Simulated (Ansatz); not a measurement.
Isomers of CuN$_{3}$F$_{3}$H$_{9}$⁻ (doublet), relaxed with B3LYP-D4/def2-SVPD; total energies from Ansatz at PBE0-D4/def2-TZVPD.

| isomer | description | energy (Eh) |
| --- | --- | --- |
| A | point group Cs; 3 × Cu–F 1.87 to 1.96 Å; 1 × Cu–N 2.16 Å; 9 × H–N 1.01 to 1.03 Å | -2109.39504 |
| B | point group not assigned; 3 × Cu–F 1.88 to 1.91 Å; 1 × Cu–N 2.10 Å; 9 × H–N 1.01 to 1.03 Å | -2109.39212 |

Question: Work out the relative energies (1 Eh = 2625.5 kJ/mol) and the Boltzmann populations at 500 K from electronic energies alone (R = 8.314 J/mol/K).

Answer: ΔE: A 0.0, B 7.7 kJ/mol. RT = 4.16 kJ/mol. Factors exp(−ΔE/RT): A 1, B 0.157; sum 1.157. Populations: A 86.4 %, B 13.6 %. Zero-point energy, vibrational entropy and symmetry numbers are left out and can shift these; an error of 4 kJ/mol changes a ratio by a factor of 2.6. Over the other density-functional and correlated levels in def2 sets, the gap between A and B ranges from 3 to 15 kJ/mol.
